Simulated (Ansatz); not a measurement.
Input for Ansatz (a program for electronic structure): R-CCSD(T)/aug-cc-pVDZ on CH3NO (a complex).

Ansatz 0.2 input:
```yaml
crystal:
  periodic: [false, false, false]
  atoms:
    - {symbol: O, position_ang: [-0.08341499, -0.07770817, -0.10327484]}
    - {symbol: H, position_ang: [0.70905031, -0.23245263, -0.62766798]}
    - {symbol: H, position_ang: [-0.82821435, -0.23088250, -0.69383275]}
    - {symbol: C, position_ang: [-0.21763107, -0.26152647, 2.97426169]}
    - {symbol: N, position_ang: [-0.26656735, -0.34829634, 4.11699765]}
    - {symbol: H, position_ang: [-0.17157858, -0.18329102, 1.90091227]}
basis:
  gaussian:
    orbitals: aug-cc-pVDZ
magnetization: {spin_polarized: false}
correlation: {method: ccsd_t, electrons: outside_noble_gas}
scf: {lower_state_search: off}
```

Task: What total energy does the run end on?

Result: -169.4856 hartree (reference determinant -168.9366, T1 diagnostic 0.013).

Task: How many basis functions does it have, and what does it roughly cost on one machine?

Result: 96 functions; about 7 core-seconds (a rough figure).
